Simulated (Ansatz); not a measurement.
Cartesian coordinates (Å):
```xyz
19

C     -3.5507     0.7007     0.1918
C     -2.6994    -0.1658    -0.3604
F     -3.1968    -1.2164    -1.0267
C     -1.2298    -0.1326    -0.3549
C     -0.5140    -1.0814    -1.0964
C      0.8776    -1.0652    -1.1108
C      1.6015    -0.1071    -0.3890
Si     3.4790    -0.0627    -0.4432
C      0.8749     0.8356     0.3574
C     -0.5131     0.8260     0.3775
H     -4.6253     0.5400     0.1016
H     -3.1933     1.5753     0.7323
H     -1.0610    -1.8360    -1.6627
H      1.4059    -1.8226    -1.6972
H      4.0132     0.4202     0.8663
H      4.0060    -1.4309    -0.7300
H      3.9660     0.8627    -1.5133
H      1.4029     1.5925     0.9447
H     -1.0436     1.5677     0.9777
```
Charge 0, multiplicity 1.

These are frozen-core CCSD(T)/cc-pVDZ // PBE0-D3(BJ)/def2-SVP run with Ansatz (a first-principles code) values and carry that method's errors. The restricted HF reference is unstable towards unrestricted orbitals.

```json
{
 "HF energy": "-696.55900 Ha",
 "MP2 correlation energy": "-1.32777 Ha"
}
```

Task: Estimate the CCSD correlation energy, the (T) correction, the total energy and the T1 diagnostic.

Result: 
| Quantity | Result |
|---|---|
| CCSD correlation energy | -1.39669 Ha |
| (T) correction | -0.05644 Ha |
| CCSD(T) total energy | -698.01214 Ha |
| T1 diagnostic | 0.011 |
